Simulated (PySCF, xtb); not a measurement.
CH6O2Si2, SMILES O[Si@H]1OC[SiH2]1. One conformer was computed; it need not be the lowest.

Harmonic wavenumbers (cm⁻¹) from GFN2-xTB (xtb 6.7.1) at its own minimum, in rising order: 124, 153, 191, 266, 359, 423, 455, 490, 549, 623, 686, 698, 734, 763, 778, 823, 916, 1001, 1153, 1229, 1480, 2189, 2227, 2272, 2927, 2952, 3661.

**Question.** What does PySCF 2.14.0 with PBE-D3(BJ)/def2-SVP give at its own minimum? (Estimate from the structure and the level; the computed values follow.)

**Answer.** 77, 142, 241, 339, 386, 423, 431, 520, 615, 675, 696, 776, 779, 802, 877, 893, 906, 979, 1161, 1203, 1412, 2137, 2155, 2189, 2958, 3011, 3755. Paired by order, the mean absolute difference is 46 cm⁻¹ and the zero-point energies are 43.1 and 43.7 kcal/mol.
